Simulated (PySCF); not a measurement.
Compound: C3H7NSi2.
SMILES with atom numbers: `[H]/[N:1]=[CH:2]\[SiH2:3][C:4]#[C:5][SiH3:6]` (hydrogens: H7 on N1; H8 on C2; H9, H10 on Si3; H11, H12, H13 on Si6)

The same species was optimised twice, with GFN2-xTB and with PBE0-D3(BJ)/def2-SVP (PySCF), and the same property calculations (PySCF, gas phase) were run on both structures.

```
      coordinate  GFN2-xTB  PBE0-D3(BJ)/def2-SVP  change
       C4≡C5 (Å)     1.212                 1.225  +0.013
       N1=C2 (Å)     1.258                 1.271  +0.013
      Si3–C4 (Å)     1.848                 1.835  -0.013
      C5–Si6 (Å)     1.851                 1.839  -0.012
      C2–Si3 (Å)     1.912                 1.903  -0.009
   N1–C2–Si3 (°)     128.7                 125.8    -2.9
   Si3–C4–C5 (°)     176.4                 175.9    -0.5
   C2–Si3–C4 (°)     105.4                 105.6    +0.2
   C4–C5–Si6 (°)     179.4                 179.6    +0.2
N1–C2–Si3–C4 (°)         0                    -2      -2
```

Rotational constants: A = 4730, B = 887.8, C = 760.8 MHz (GFN2-xTB) against A = 4770, B = 897.8, C = 769.4 MHz (PBE0-D3(BJ)/def2-SVP). Atoms that the bonding makes alike are paired by their places after alignment.

On the GFN2-xTB structure: HOMO (eV) -7.09 [PBE0/pcSseg-1]; LUMO (eV) -0.90 [PBE0/pcSseg-1]; dipole (D) 1.91 [PBE0/pcSseg-1]; GIAO shielding of N1 (ppm) -189.3 [PBE0/pcSseg-1]; GIAO shielding of C2 (ppm) 3.0 [PBE0/pcSseg-1]; GIAO shielding of Si3 (ppm) 429.0 [PBE0/pcSseg-1]; GIAO shielding of C4 (ppm) 74.5 [PBE0/pcSseg-1]; GIAO shielding of C5 (ppm) 68.2 [PBE0/pcSseg-1]; GIAO shielding of Si6 (ppm) 448.3 [PBE0/pcSseg-1].

Task: What do these properties become on the PBE0-D3(BJ)/def2-SVP structure?

Result: 
| property | level | on GFN2-xTB | on PBE0-D3(BJ)/def2-SVP | change |
| --- | --- | --- | --- | --- |
| HOMO (eV) | PBE0/pcSseg-1 | -7.09 | -7.34 | -0.25 |
| LUMO (eV) | PBE0/pcSseg-1 | -0.90 | -1.12 | -0.22 |
| dipole (D) | PBE0/pcSseg-1 | 1.91 | 1.77 | -0.14 |
| energy, GFN2-xTB geometry as zero (kcal/mol) | PBE0/pcSseg-1 | 0.0 | -1.3 | -1.3 |
| GIAO shielding of N1 (ppm) | PBE0/pcSseg-1 | -189.3 | -195.6 | -6.3 |
| GIAO shielding of C2 (ppm) | PBE0/pcSseg-1 | 3.0 | -0.9 | -3.9 |
| GIAO shielding of Si3 (ppm) | PBE0/pcSseg-1 | 429.0 | 428.4 | -0.6 |
| GIAO shielding of C4 (ppm) | PBE0/pcSseg-1 | 74.5 | 71.6 | -2.9 |
| GIAO shielding of C5 (ppm) | PBE0/pcSseg-1 | 68.2 | 64.4 | -3.8 |
| GIAO shielding of Si6 (ppm) | PBE0/pcSseg-1 | 448.3 | 447.7 | -0.6 |

The heavy atoms differ by 0.031 Å rms after alignment. Among bonds between heavy atoms N1=C2, Si3–C4, C4≡C5 and C5–Si6 change most and about equally (-0.013 to +0.013 Å). Changes are differences of the printed values. Neither structure is proved a minimum here.

Conformer computed: `[H]/[N:1]=[CH:2]\[SiH2:3][C:4]#[C:5][SiH3:6]`: N1–C2–Si3–C4 -2°.
